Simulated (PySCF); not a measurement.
Species: C5H4F4S.
SMILES with atom numbers: `[F:1][C@H:2]1[CH2:3][S:4][CH:5]=[C:6]1[C:7]([F:8])([F:9])[F:10]`

Cartesian coordinates in Å at the GFN2-xTB level; atoms count from 1:
```xyz
14
C5H4F4S angstrom
F     -0.485   -1.639    1.079
C     -0.500   -0.883   -0.082
C     -1.903   -0.320   -0.303
S     -1.866    1.476    0.066
C     -0.151    1.478    0.188
C      0.438    0.285    0.059
C      1.911    0.058    0.114
F      2.322   -0.758   -0.875
F      2.325   -0.506    1.258
F      2.602    1.200   -0.019
H     -0.198   -1.573   -0.879
H     -2.616   -0.799    0.365
H     -2.231   -0.435   -1.333
H      0.351    2.416    0.340
```

Probes without a nucleus sit at each ring's centroid and 1 Å off its mean plane on both sides; NICS is minus the shielding there, NICSzz its component along the normal. Level: GIAO PBE0/pcSseg-1 (PySCF, non-relativistic, gas phase) on the GFN2-xTB geometry, one conformer.

Ring bond lengths (Å), with Mayer bond orders in brackets: C2–C3 1.528 (0.99), C3–S4 1.834 (0.98), S4–C5 1.719 (1.12), C5–C6 1.337 (1.71), C6–C2 1.505 (0.98).

Give the NICS values of each ring in ppm.

```tsv
ring	type	NICS(0)	NICS(1), two faces	NICS(1)zz, two faces	rms pucker (Å)	centre to ring atoms, mean (Å)
C2–C3–S4–C5–C6	5-membered ring with S; formal bonds 1 double, 4 single	-5.1	-4.4 / -2.7	-4.1 / -0.7	0.05	1.34
```

What do they say, and how far can they be read as aromaticity?

- C2–C3–S4–C5–C6: mean NICS(1)zz -2.4 ppm, near zero. C2, C3 have four or more neighbours; no verdict on aromaticity is drawn. The two faces differ by 3.4 ppm, so no symmetry operation interchanges them.

Time: 23 s of wall time; peak memory 0.85 GiB. Hardware: an AMD EPYC 9R14 with one thread, shared host with 96 logical CPUs at a one-minute load of 27. This is the whole shielding run at PBE0/pcSseg-1, SCF included.
